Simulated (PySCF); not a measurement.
## S: excitation energy

S [Ne] 3s2 3p4 (3P) → S [Ne] 3s1 3p5 (3P), as a difference of total energies. Computed with PySCF 2.14 in aug-cc-pwCVTZ (8s7p5d3f, 75 functions), with no relativity, point nucleus. Correlated levels: valence and next inner shell: 1s2 frozen. The calculations carry no spin-orbit coupling.

Order these methods by the excitation energy they give, lowest first.
A. CCSD(T) (valence and next inner shell)
B. UHF
C. CCSD (valence and next inner shell)
D. MP2 (valence and next inner shell)

A (9.016 eV), C (9.618 eV), D (10.420 eV), B (11.469 eV).

Errors of the correlated levels include the incompleteness of this basis and the frozen core.

The coupled-cluster amplitudes are large for the upper state (T1 above 0.03 or a double amplitude above 0.15), so a single reference is strained.

For comparison: 8.928 eV (measured; NIST levels, between the centres of gravity of the two terms).
